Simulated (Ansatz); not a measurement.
Consider the ligand exchange at the In–S bond: `[NH2][In]([SH])[SH]` + `O[SiH3]` → `[NH2][In]([SH])[O][SiH3]` + H₂S.

Isolated molecules relaxed with PBE0-D4/def2-TZVP in Ansatz; ΔE leaves out vibrations. CCSD(T)/CBS adds triple-zeta CCSD(T) − MP2 to the extrapolated MP2 energy (def2 sets, frozen cores). This one scheme is used for every species. DFT in def2-TZVPP. B3LYP here is the variant with VWN-RPA as its local correlation; programs differ in this. Elements past krypton have def2 core potentials. For In outer-core shells are correlated without core-valence functions, which leaves a few kJ/mol of doubt a bond. Each species was taken in one conformer, which may not be the lowest.

| level | ΔE (kcal/mol) | difference from CCSD(T)/CBS |
| --- | --- | --- |
| revPBE-D4 | 11.0 | 1.9 |
| B97M-V | 9.3 | 0.2 |
| B3LYP-D4 | 10.0 | 0.9 |
| ωB97X-V | 9.4 | 0.3 |
| ωB97M-V | 10.3 | 1.2 |
| PBE | 11.8 | 2.7 |
| r2SCAN | 10.7 | 1.6 |
| PBE0 | 12.4 | 3.3 |
| B3LYP | 10.5 | 1.4 |
| r2SCAN0 | 11.6 | 2.5 |
| BHLYP | 10.6 | 1.5 |
| CAM-B3LYP | 9.5 | 0.4 |
| MP2/def2-SVP | 6.8 | -2.3 |
| MP2/def2-TZVPP | 10.0 | 0.9 |
| SCS-MP2/def2-TZVPP | 8.9 | -0.2 |
| SCS-MP2/def2-QZVPP | 8.8 | -0.3 |
| CCSD(T)/CBS | 9.1 | 0 |

Largest T1 diagnostic among the species: 0.015.

Leaving LDA and LC-ωPBE aside and taking each functional with its dispersion term where it has one, the values, not all of them listed here, spread over 3.0 kcal/mol, from CAM-B3LYP-D4 to HSE06-D4. From r2SCAN to r2SCAN0 (25 % exact exchange), in def2-TZVPP and without D4, ΔE moves by +0.9 kcal/mol. At CCSD(T), def2-SVP lies −2.5 kcal/mol from the extrapolated value and def2-TZVPP −0.0 kcal/mol.
